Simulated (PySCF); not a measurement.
# Computed records: CH5Al2, CH4AlBN, AlCl2H

Calculation on a computer-drawn molecule: the log of a Hartree-Fock and frozen-core CCSD(T) single point meant for a local Hartree-Fock minimum, with one planted fault or none, to be diagnosed. Offsets are logged minus clean, where the clean run is the same molecule without the fault. The reference is restricted for singlets and unrestricted otherwise, and also for a bond in bohr or an excited solution. Adding or removing an electron swaps singlet and doublet. The excited solution moves the top pair (singlet) or top alpha electron (doublet) to the lowest empty orbital. Highest occupied and lowest empty are orbital energies over both spins, largest force is the largest gradient component, triples share is (T) over the correlation energy, the T1 limit is 0.02 restricted and 0.045 unrestricted, electrons count all cores, a negative frequency is imaginary (commonest isotopes), and the dipole is about the centre of nuclear charge. Program: PySCF 2.14.0.

Common to all runs: meant charge 0; meant basis cc-pV(D+d)Z; logged SCF converged yes; possible faults no fault, one electron removed, one electron added, multiplicity raised by two, geometry at a saddle point, SCF held on an excited solution, minimal basis STO-3G, one bond length entered in bohr, all coordinates scaled.

```json
{"entry": 1, "formula": "CH5Al2", "logged_structure": {"atoms_angstrom": [["C", -0.7143, -2.0506, 1.492], ["Al", 0.6261, -1.3145, 0.2325], ["Al", 2.1745, 0.7715, 0.3672], ["H", -1.2003, -2.9591, 1.1255], ["H", -0.245, -2.2851, 2.4558], ["H", -1.4967, -1.3084, 1.6944], ["H", 1.7528, 2.1376, -0.3269], ["H", 3.6833, 0.6293, 0.8457]]}, "given": {"meant_multiplicity": 2, "logged_electrons": 37, "logged_basis_functions": 85, "logged_spin_squared": 0.8983, "logged_highest_occupied [eV]": -5.6106, "logged_lowest_empty [eV]": -0.45532, "logged_largest_force [hartree/bohr]": 0.018302, "logged_dipole_magnitude [debye]": 0.62836, "logged_SCF_stable_within_its_kind": "no", "logged_energy_HF [hartree]": -524.52857, "drawn_bonds_atom": [1, 2, 1, 1, 1, 3, 3], "drawn_bonds_other_atom": [2, 3, 4, 5, 6, 7, 8], "drawn_bonds_order": [1, 1, 1, 1, 1, 1, 1]}, "results": {"planted_fault": "SCF held on an excited solution", "HF_energy_offset_from_clean_run [kcal/mol]": 29.98}, "notes": ["coupled-cluster numbers left out as unreliable"]}
{"entry": 2, "formula": "CH4AlBN", "logged_structure": {"atoms_angstrom": [["C", -0.3809, -0.1485, 0.4764], ["Al", 1.4108, -0.0194, 1.2947], ["B", 1.5643, -0.0333, 3.4233], ["N", 1.7003, -0.0382, 4.6497], ["H", -0.3697, -0.1342, -0.6162], ["H", -1.0111, 0.6808, 0.8215], ["H", -0.8735, -1.0741, 0.7999], ["H", 1.8045, -0.0425, 5.6299]]}, "given": {"meant_multiplicity": 2, "logged_electrons": 35, "logged_basis_functions": 85, "logged_spin_squared": 0.808, "logged_highest_occupied [eV]": -5.7992, "logged_lowest_empty [eV]": -1.0767, "logged_largest_force [hartree/bohr]": 0.034819, "logged_dipole_magnitude [debye]": 2.2755, "logged_SCF_stable_within_its_kind": "no", "logged_energy_HF [hartree]": -361.16747, "drawn_bonds_atom": [1, 2, 3, 1, 1, 1, 4], "drawn_bonds_other_atom": [2, 3, 4, 5, 6, 7, 8], "drawn_bonds_order": [1, 1, 2, 1, 1, 1, 1]}, "results": {"planted_fault": "SCF held on an excited solution", "HF_energy_offset_from_clean_run [kcal/mol]": 44.94}, "notes": ["coupled-cluster numbers left out as unreliable"]}
{"entry": 3, "formula": "CH4AlBN", "logged_structure": {"atoms_angstrom": [["C", -0.3809, -0.1485, 0.4764], ["Al", 1.4108, -0.0194, 1.2947], ["B", 1.5643, -0.0333, 3.4233], ["N", 1.7003, -0.0382, 4.6497], ["H", -0.3697, -0.1342, -0.6162], ["H", -1.0111, 0.6808, 0.8215], ["H", -0.8735, -1.0741, 0.7999], ["H", 1.8045, -0.0425, 5.6299]]}, "given": {"meant_multiplicity": 2, "logged_electrons": 35, "logged_basis_functions": 28, "logged_spin_squared": 0.7587, "logged_highest_occupied [eV]": -4.6141, "logged_lowest_empty [eV]": 7.1648, "logged_largest_force [hartree/bohr]": 0.097052, "logged_T1_diagnostic": 0.018761, "logged_D1_diagnostic": 0.063916, "logged_triples_share": 0.028193, "logged_CC_converged": "yes", "logged_dipole_magnitude [debye]": 2.175, "logged_SCF_stable_within_its_kind": "yes", "logged_energy_HF [hartree]": -356.81613, "logged_energy_CCSD(T) [hartree]": -357.04615, "drawn_bonds_atom": [1, 2, 3, 1, 1, 1, 4], "drawn_bonds_other_atom": [2, 3, 4, 5, 6, 7, 8], "drawn_bonds_order": [1, 1, 2, 1, 1, 1, 1]}, "results": {"planted_fault": "minimal basis STO-3G", "HF_energy_offset_from_clean_run [kcal/mol]": 2775, "CCSD(T)_energy_offset_from_clean_run [kcal/mol]": 2935}}
{"entry": 4, "formula": "AlCl2H", "logged_structure": {"atoms_angstrom": [["Cl", -0.4042, -0.7903, 1.6049], ["Al", -1.7191, -0.3498, 0.0329], ["Cl", -3.5124, 0.639, 0.4804], ["H", -1.3723, -0.7468, -1.4289]]}, "given": {"meant_multiplicity": 1, "logged_electrons": 49, "logged_basis_functions": 74, "logged_spin_squared": 0.7687, "logged_highest_occupied [eV]": 0.50477, "logged_lowest_empty [eV]": 7.2559, "logged_largest_force [hartree/bohr]": 0.030751, "logged_T1_diagnostic": 0.010226, "logged_D1_diagnostic": 0.036835, "logged_triples_share": 0.020919, "logged_CC_converged": "yes", "logged_dipole_magnitude [debye]": 1.8511, "logged_SCF_stable_within_its_kind": "yes", "logged_energy_HF [hartree]": -1161.62397, "logged_energy_CCSD(T) [hartree]": -1162.00913, "drawn_bonds_atom": [1, 2, 2], "drawn_bonds_other_atom": [2, 3, 4], "drawn_bonds_order": [1, 1, 1]}, "results": {"planted_fault": "one electron added", "HF_energy_offset_from_clean_run [kcal/mol]": 21.72, "CCSD(T)_energy_offset_from_clean_run [kcal/mol]": 15.86}, "notes": ["highest electron not bound in this basis"]}
```
